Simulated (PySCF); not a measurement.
SeHCl, SMILES Cl[SeH]. Geometry: B3LYP-D3(BJ)/def2-TZVP.

TDA-B3LYP/def2-TZVPD run with PySCF puts the lowest singlet excitations at 2.87, 4.82, 5.03, 5.68, 6.72, 6.86 eV.

What are the lowest excitation roots from ADC(2)/aug-cc-pVDZ (PySCF 2.14.0)? (Estimate from the structure and the level; the computed values follow.)

3.12, 5.24, 5.29, 6.21, 7.34, 7.48 eV. S1 differs by 0.26 eV (second minus first; roots are paired by order, and the bases may differ).
